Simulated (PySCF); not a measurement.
Geometries of 3 isomers of C6H8Ge, from PBE0-D3(BJ)/def2-SVP geometry optimisation, gas phase (PySCF 2.14.0). One conformer each, no zero-point energy, no frequencies.

Question: Which isomer lies lowest at this level?
A.
```xyz
15
angstrom
Ge     2.437   -0.142    0.110
C      0.494   -0.135   -0.023
C     -0.210   -1.314   -0.295
C     -1.603   -1.312   -0.383
C     -2.311   -0.126   -0.198
C     -1.623    1.056    0.073
C     -0.232    1.050    0.160
H      3.043    0.904   -0.845
H      2.956   -1.542   -0.262
H      2.884    0.202    1.544
H      0.332   -2.253   -0.444
H     -2.136   -2.241   -0.598
H     -3.402   -0.122   -0.267
H     -2.174    1.989    0.218
H      0.291    1.987    0.372
```
B.
```xyz
15
angstrom
C      3.089   -0.209    0.347
C      2.035   -0.134   -0.249
C      0.762   -0.045   -0.940
C     -0.129   -1.249   -0.711
C     -1.346   -1.104   -0.171
C     -1.865    0.249    0.225
Ge    -0.395    1.450   -0.297
H      4.023   -0.279    0.872
H      0.953    0.090   -2.020
H      0.256   -2.237   -0.985
H     -1.978   -1.985   -0.009
H     -2.804    0.497   -0.297
H     -2.084    0.299    1.305
H     -0.774    2.407   -1.443
H      0.242    2.231    0.861
```
C.
```xyz
15
angstrom
C      3.391    0.158   -0.207
C      2.191    0.054   -0.054
C      0.773   -0.021    0.094
C      0.173   -1.029    0.769
C     -1.318   -1.079    0.908
Ge    -1.909    0.535   -0.060
C     -0.073    1.069   -0.531
H      4.455    0.234   -0.333
H      0.788   -1.815    1.219
H     -1.733   -2.005    0.474
H     -1.625   -1.070    1.967
H     -2.631    1.555    0.839
H     -2.787    0.224   -1.285
H      0.089    1.115   -1.620
H      0.199    2.058   -0.129
```

Answer: A. That is `[GeH3][c]1ccccc1` (phenylgermane), 51.3 kcal/mol below the next.

```json
{"SMILES": "[GeH3][c]1ccccc1", "atoms numbered as above": "[GeH3:1][c:2]1[cH:3][cH:4][cH:5][cH:6][cH:7]1", "E (Eh)": "-2309.48782", "relative (kcal/mol)": "0.0", "relative (kJ/mol)": "0.0", "dipole (D)": "0.75"}
{"SMILES": "C#CC1=C[CH2][GeH2][CH2]1", "atoms numbered as above": "[CH:1]#[C:2][C:3]1=[CH:4][CH2:5][GeH2:6][CH2:7]1", "E (Eh)": "-2309.40611", "relative (kcal/mol)": "51.3", "relative (kJ/mol)": "214.5", "dipole (D)": "0.56"}
{"SMILES": "C#C[C@H]1C=C[CH2][GeH2]1", "atoms numbered as above": "[CH:1]#[C:2][C@H:3]1[CH:4]=[CH:5][CH2:6][GeH2:7]1", "E (Eh)": "-2309.39769", "relative (kcal/mol)": "56.6", "relative (kJ/mol)": "236.6", "dipole (D)": "1.13"}
```

As drawn, the lowest has an aromatic ring, which the highest lacks; the highest has a C≡C bond and a C=C bond outside aromatic rings, which the lowest lacks.
